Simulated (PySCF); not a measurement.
# How the method moves the HOMO and LUMO of `N#CCS[SiH3]`

C2H5NSSi.
Geometry (PBE0-D3(BJ)/def2-SVP, Å), atoms numbered from 1 in this order:
```
atom  x, y, z in Å
N1    -1.6729    1.7599   -1.1307
C2    -1.5620    0.7497   -0.5768
C3    -1.3824   -0.5075    0.1313
S4     0.1361   -1.4144   -0.3501
Si5    1.6509   -0.0276    0.3042
H6    -1.3990   -0.3266    1.2174
H7    -2.2198   -1.1813   -0.1039
H8     2.9283   -0.7574    0.0748
H9     1.4642    0.2776    1.7547
H10    1.6091    1.2395   -0.4792
```

Basis pcSseg-2 throughout (PySCF), one geometry. The structure is a single PBE0-D3(BJ)/def2-SVP conformer in the gas phase; no vibrational or solvent corrections.

How do the orbital energies, the gap and the dipole change with the method?

```tsv
method	kind	HOMO (eV)	LUMO (eV)	gap (eV)	μ (D)	SCF cycles
BLYP	GGA	-6.31	-1.55	4.76	3.10	14
B97-D	GGA	-6.44	-1.59	4.85	3.08	15
PBE	GGA	-6.47	-1.69	4.78	3.09	14
OPBE	GGA	-6.48	-1.60	4.88	3.04	15
KT2	GGA	-6.54	-1.74	4.80	3.06	15
BP86	GGA	-6.56	-1.76	4.80	3.10	14
KT3	GGA	-6.56	-1.71	4.84	3.03	15
LDA	LDA	-6.56	-1.89	4.67	3.17	14
B97-2	global hybrid	-7.45	-0.74	6.71	3.13	13
B3LYP	global hybrid	-7.45	-0.92	6.53	3.15	14
PBE0	global hybrid	-7.69	-0.69	7.00	3.15	13
mPW1PW91	global hybrid	-7.71	-0.70	7.01	3.15	13
BHandHLYP	global hybrid	-8.78	0.23	9.02	3.23	12
CAM-B3LYP	range-separated hybrid	-9.01	0.36	9.37	3.19	12
wB97X-D	range-separated hybrid	-9.54	1.10	10.64	3.17	14
LC-wPBE	range-separated hybrid	-10.40	1.51	11.91	3.18	14
HF	Hartree–Fock	-10.53	2.19	12.73	3.32	12
```

The HOMO spans 4.23 eV, from BLYP down to HF, and the gap runs from 4.67 eV (LDA) to 12.73 eV (HF). Over the methods BLYP (0 %), B97-D (0 %), PBE (0 %), OPBE (0 %), KT2 (0 %), BP86 (0 %), KT3 (0 %), LDA (0 %), B97-2 (21 %), B3LYP (20 %), PBE0 (25 %), mPW1PW91 (25 %), BHandHLYP (50 %), HF (100 %), a straight line through the gap against the share of exact exchange rises by 0.81 eV for each 10 % (correlation coefficient 0.999). The dipole ranges from 3.03 D (KT3) to 3.32 D (HF). This basis has no diffuse functions.
